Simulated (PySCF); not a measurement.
# Frontier orbitals and the lowest excitations

Compound: trimethylsilane, C₃H₁₀Si.
Z-matrix (Å and degrees, PBE0-D3(BJ)/def2-SVP geometry), rows numbered from 1:
```
C 
Si  1  1.8822
C   2  1.8825  1  110.16
C   2  1.8825  1  110.09  3   121.69
H   1  1.1012  2  111.26  3    59.35
H   1  1.1020  2  110.66  3   -60.52
H   1  1.1012  2  111.27  3   179.60
H   2  1.5015  1  108.79  3  -119.17
H   3  1.1012  2  111.25  1  -177.93
H   3  1.1020  2  110.64  1    62.22
H   3  1.1012  2  111.28  1   -57.67
H   4  1.1020  2  110.65  1   -61.19
H   4  1.1013  2  111.22  1    58.65
H   4  1.1012  2  111.31  1   178.89
```

Level of theory: TDDFT CAM-B3LYP/def2-SVPD, vertical, gas phase, core orbitals frozen in the response (PySCF 2.14.0, density-fitted response routines).

Frontier orbitals with the atoms that hold most of them (Löwdin shares over 4%, at most four atoms):

| orbital | ε (eV) | atoms |
| --- | --- | --- |
| HOMO-3 | -12.13 | C1 18%, C4 18%, C3 18%, H11 7% |
| HOMO-2 | -10.06 | H8 32%, Si2 31%, C1 9%, C4 9% |
| HOMO-1 | -9.96 | C3 33%, Si2 21%, C4 18%, C1 6% |
| HOMO | -9.96 | C1 32%, Si2 21%, C4 20%, H5 5% |
| LUMO | 1.26 | Si2 23%, C3 11%, C4 11%, C1 11% |
| LUMO+1 | 1.94 | C4 21%, H13 9%, C3 9%, Si2 9% |
| LUMO+2 | 1.94 | C1 18%, C3 14%, H7 10%, Si2 9% |

Within 0.005 eV of a neighbour in this list lie HOMO-1/HOMO and LUMO+1/LUMO+2 (point group found: C3v); within a degenerate set the shares of single atoms can hang on how the components are chosen.

(1) The HOMO–LUMO gap is 11.21 eV. Where does the response calculation put the lowest singlet, and from which orbitals?

Answers

(1) S1 is at 8.23 eV (f = 0.088), 2.98 eV below the gap, made of HOMO-1/HOMO→LUMO (≥86%). S1/S2 lie within about 0.01 eV of each other. Without the coupling terms of the response equations the lowest excitation would equal the gap.

Next come S2 at 8.23 eV (f 0.088), HOMO-1/HOMO→LUMO (≥86%); S3 at 8.50 eV (f 0.0023), HOMO-2→LUMO (88%); S4 at 8.93 eV (f 0.063), HOMO-1/HOMO→LUMO+1/LUMO+2 (≥70%); S5 at 8.96 eV (f 0.0001), HOMO-1/HOMO→LUMO+1/LUMO+2 (≥68%).

Orbitals of the list HOMO-3 to LUMO+2 that lie within 0.01 eV of each other are written together with a slash and their weights summed (≥ marks a lower bound); for degenerate orbitals outside that list single weights are arbitrary.
